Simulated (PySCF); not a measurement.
Broadened absorption spectrum of AlEt2H

Compound: AlEt2H, C₄H₁₁Al.
Z-matrix (Å and degrees, PBE0-D3(BJ)/def2-SVP geometry), rows numbered from 1:
```
Al
C   1  1.9684
C   2  1.5285  1  116.95
H   2  1.1077  1  107.06  3  -124.42
H   2  1.1074  1  107.46  3   124.84
H   3  1.1031  2  112.61  1  -179.13
H   3  1.1024  2  111.88  1   -58.77
H   3  1.1022  2  111.84  1    60.54
C   1  1.9685  2  120.56  3     1.06
C   9  1.5277  1  117.76  2   177.75
H   9  1.1078  1  106.91  2    52.77
H   9  1.1081  1  106.81  2   -57.47
H  10  1.1030  9  112.56  1  -179.72
H  10  1.1021  9  111.82  1   -59.31
H  10  1.1020  9  111.78  1    59.85
H   1  1.6000  2  118.90  3  -179.08
```

The calculation used TDDFT CAM-B3LYP/def2-SVPD, vertical, gas phase, core orbitals frozen in the response in PySCF.

Computed states:

```
state  E (eV)       f
   S1    4.99  0.0000
   S2    5.42  0.0030
   S3    6.31   0.051
   S4    6.87   0.012
   S5    7.37   0.028
   S6    7.56   0.016
   S7    7.81   0.034
   S8    7.95   0.018
   S9    8.04   0.089
  S10    8.08   0.057
  S11    8.22   0.041
  S12    8.22   0.204
  S13    8.31  0.0050
  S14    8.42   0.165
  S15    8.56  0.0050
```

Each state is given a Gaussian of 0.25 eV full width at half maximum, with ε(max) = 2.175×10⁸ f / Δν̃ (Δν̃ the width in cm⁻¹). The width is an assumption, not a result. The curve ends short of the highest state used, and states not computed would add to its high-energy end.

(1) Give the broadened spectrum and its maxima.

(2) Coming from long wavelengths, where does ε first pass 100 L mol⁻¹ cm⁻¹?

(3) On this curve, what absorbance would a 10⁻⁴ mol/L sample give at 248 nm over a 1 cm path?

Results:

(1) 
E (eV), ε (L mol⁻¹ cm⁻¹) and a bar:
```
     4.62          0 
     4.71          0 
     4.81          0 
     4.90          1 
     5.00          1 
     5.09          3 
     5.19         32 
     5.29        155 
     5.38        300 #
     5.48        270 #
     5.57        115 
     5.67         19 
     5.76          2 
     5.86          1 
     5.96         22 
     6.05        257 #
     6.15       1693 ###
     6.24       4329 #########
     6.34       5291 ##########
     6.43       2968 ######
     6.53        679 #
     6.63        158 
     6.72        466 #
     6.82       1152 ##
     6.91       1229 ##
     7.01        576 #
     7.10        244 
     7.20        820 ##
     7.29       2294 #####
     7.39       3441 #######
     7.49       3036 ######
     7.58       2490 #####
     7.68       2784 ######
     7.77       4556 #########
     7.87       8261 ################
     7.96      15128 ##############################
```

Maxima: 229 nm (5.42 eV), ε about 320, made up of S2 (100%); 196 nm (6.31 eV), ε about 5500, made up of S3 (100%); 180 nm (6.87 eV), ε about 1300, made up of S4 (100%); 167 nm (7.40 eV), ε about 3500, made up of S5 (84%) and S6 (16%) (ε in L mol⁻¹ cm⁻¹; maxima over ε = 5, shares over 10%). At its high-energy end, 7.96 eV, the curve is still rising (ε about 15000, from S8, S9 and S10).

(2) At about 236 nm (5.26 eV), 0.27 eV above S1.

(3) 248 nm is 4.999 eV, where ε is about 1.2 L mol⁻¹ cm⁻¹, so A = ε c l ≈ 0.00012 (Beer–Lambert, with the gas-phase spectrum and the assumed width).

The vertical ionisation energy (ΔSCF) is 9.22 eV, 0.66 eV above S15.

One conformer stands for the species.
